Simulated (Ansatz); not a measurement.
`O=C(Cl)c1ccc(Cl)cc1`. Charge 0, multiplicity 1. Geometry: relaxed with PBE0-D4/def2-TZVP. It is one conformer, not always the lowest.

```xyz
14

O    -0.974   -1.645   -2.559
C    -0.646   -0.562   -2.206
Cl   -0.622    0.772   -3.392
C    -0.240   -0.190   -0.838
C    -0.247   -1.209    0.115
C     0.118   -0.950    1.420
C     0.494    0.340    1.773
Cl    0.950    0.671    3.398
C     0.506    1.365    0.839
C     0.139    1.096   -0.466
H    -0.544   -2.206   -0.186
H     0.116   -1.734    2.166
H     0.802    2.362    1.137
H     0.146    1.889   -1.201
```

Question: What is the dipole moment at B3LYP/def2-TZVPP? (An estimate is asked.)

Answer: Computed: 2.49 D, with components (0.74, 1.01, 2.16) D in this frame, pointing from negative to positive charge.

Question: And with PBE, r2SCAN, ωB97M-V? (Best estimate.)

Answer: Ansatz gave: PBE 2.51 D, r2SCAN 2.56 D, ωB97M-V 2.29 D.

Question: Give the Mulliken charges with B3LYP, ωB97M-V, PBE in def2-TZVPP. (Best estimate.)

Answer: Ansatz gave: 
```csv
atom,B3LYP,ωB97M-V,PBE
O1,-0.21,-0.22,-0.17
C2,0.27,0.24,0.22
Cl3,-0.12,-0.08,-0.11
C4,-0.06,-0.05,-0.02
C5,-0.12,-0.10,-0.12
C6,-0.12,-0.11,-0.11
C7,0.11,0.07,0.14
Cl8,-0.08,-0.04,-0.08
C9,-0.12,-0.12,-0.11
C10,-0.12,-0.11,-0.11
H11,0.16,0.15,0.13
H12,0.14,0.13,0.12
H13,0.14,0.13,0.12
H14,0.13,0.13,0.10
```

B3LYP here is the variant with VWN-RPA as its local correlation; programs differ in this.
